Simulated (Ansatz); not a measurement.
Geometry optimisation, RKS r2SCAN-D4/6-31G in Ansatz.

The input (input.yaml):

```yaml
crystal:
  periodic: [false, false, false]
  atoms:
    - { symbol: B, position_ang: [0.0, 0.0, 0.0] }
    - { symbol: O, position_ang: [0.0, 0.0, 1.41] }
    - { symbol: H, position_ang: [-0.9095, -0.2814, 1.7471] }
    - { symbol: Cl, position_ang: [1.6108, 0.0, -0.93] }
    - { symbol: O, position_ang: [-1.2211, 0.0, -0.705] }
    - { symbol: H, position_ang: [-1.7308, -0.8467, -0.4965] }
basis:
  gaussian: { orbitals: "6-31G" }
hamiltonian:
  xc: r2scan
  dispersion: d4
relax:
  f_tol: 0.02
  max_steps: 40
```

Launched with:

```bash
$ ansatz run input.yaml --threads 1 --pin off --max-ram 2048MiB --backend cpu --events-out ev --progress --plain --runs-dir out
```

**Question.** Where does it end, and by what steps?

**Answer.** The run converged. Limits of this set-up: no polarisation functions. After 5 steps the energy has fallen by 0.500 eV; O5 moved furthest, 0.45 Å.

| step | energy less start (eV) | largest force component (eV/Å) | accepted |
| --- | --- | --- | --- |
| 0 | 0.0000 | 1.725 | yes |
| 1 | -0.1480 | 2.531 | yes |
| 2 | -0.3449 | 1.371 | yes |
| 3 | -0.4942 | 0.288 | yes |
| 4 | -0.4978 | 0.261 | yes |
| 5 | -0.5004 | 0.009 | yes |

```xyz
6
Properties=species:S:1:pos:R:3
B 0.001 -0.115 -0.021
O -0.004 -0.046 1.352
H -0.814 -0.198 1.868
Cl 1.580 0.192 -0.829
O -1.063 -0.392 -0.849
H -1.951 -0.569 -0.496
```

Whether the end is a true minimum wasn't checked by a vibrational analysis.

Run time: 15 s on 1 thread of Arm Neoverse V2 (shared host), peak memory 0.13 GiB.
